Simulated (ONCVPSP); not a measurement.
Which change was made? (Ta, ONCV)

tantalum (Ta), optimised norm-conserving Vanderbilt (ONCV), made with ONCVPSP 4.0.1 (PBE, scalar-relativistic). Core [Kr] 4d10 4f14, reference 5s2 5p6 5d3 (charge +2). Waves: 5s: rc 1.65 bohr, ncon 4, nbas 7, qcut 8.1 1/bohr, 2 projectors, debl 3 Ha; 5p: rc 1.85 bohr, ncon 3, nbas 8, qcut 8.6 1/bohr, 2 projectors, debl 1.7 Ha; 5d: rc 2.50 bohr, ncon 4, nbas 8, qcut 6.5 1/bohr, 2 projectors, debl 3.3 Ha. Local part: polynomial inside 1.35 bohr (lpopt 5, dvloc0 3 Ha). Core correction: Teter function, fcfact 3.25, rcfact 1.6.

In the s channel the program set the typed energies aside and used -3.254, 0.250 Ha. In the p channel the program set the typed energies aside and used -2.020, 0.250 Ha.

Cutoffs, loose and tight: the cutoffs (Ha) at which the residual kinetic energy of the hardest occupied pseudo-wave falls to 1 and 0.1 mHa per electron. They do not see the model core or the augmentation charge, which bear on the density cutoff. Test errors are all-electron minus pseudo excitation energies from the reference, over the configurations 5s2 5p6 5d3 6s2; 5s2 5p6 5d3 6s1; 5s2 5p6 5d2; 5s2 5p6 5d4 6s1; variants that change the core or the reference have their own tests.

The base gives: outcome: generated, projector energies reset by the program; cutoff, loose: 22 Ha; cutoff, tight: 26 Ha; bound ghosts: none; GHOST(+) flags above zero: s; largest test error (meV): -28.

**Question.** After one change the result is: outcome: failed: ERROR pspot: first pseudo wave function has node, program will stop. Which change was it?
A. s: qcut 9.2; p: qcut 9.8; d: qcut 7.4
B. s: qcut 12.5
C. core correction Teter function, fcfact 3.25, rcfact 1.76
D. d: qcut 4.1

**Answer.** B. The others give: d: qcut 4.1 → outcome: generated, projector energies reset by the program; cutoff, loose: 22 Ha; cutoff, tight: 35 Ha; bound ghosts: none; GHOST(+) flags above zero: s; largest test error (meV): +6.8 | core correction Teter function, fcfact 3.25, rcfact 1.76 → outcome: generated, projector energies reset by the program; cutoff, loose: 22 Ha; cutoff, tight: 26 Ha; bound ghosts: none; GHOST(+) flags above zero: s; largest test error (meV): -56 | s: qcut 9.2; p: qcut 9.8; d: qcut 7.4 → outcome: generated, projector energies reset by the program; cutoff, loose: 26 Ha; cutoff, tight: 32 Ha; bound ghosts: none; GHOST(+) flags above zero: s; largest test error (meV): -31.
